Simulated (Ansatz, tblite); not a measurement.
Forces on ZnMeF (CH₃FZn) at its PBE-D4/def2-TZVP geometry. The state is a singlet with charge 0.

The xTB rows come from tblite.

GFN1-xTB (tblite), largest force 1.16 eV/Å:

```xyz
6
positions Å, forces eV/Å
Zn    0.978   -0.639    0.077    0.968   -0.632    0.076
C    -0.623    0.407   -0.049   -0.689    0.450   -0.054
H    -1.219    0.078   -0.911    0.120    0.139    0.256
H    -0.370    1.468   -0.175   -0.137   -0.282    0.033
H    -1.222    0.289    0.864    0.121    0.075   -0.281
F     2.456   -1.603    0.194   -0.383    0.250   -0.030
```

GFN2-xTB (tblite), largest force 1.22 eV/Å:

```
Zn 1.021 -0.667 0.080
C -0.774 0.505 -0.061
H 0.182 0.265 0.450
H -0.272 -0.478 0.056
H 0.184 0.152 -0.499
F -0.341 0.223 -0.027
```

PBE-D4/def2-TZVP (Ansatz), largest force 0.02 eV/Å:

```
Zn 0.001 -0.001 0.000
C 0.015 -0.010 0.001
H -0.004 0.003 -0.001
H -0.004 0.003 0.000
H -0.004 0.003 0.000
F -0.004 0.002 0.000
```
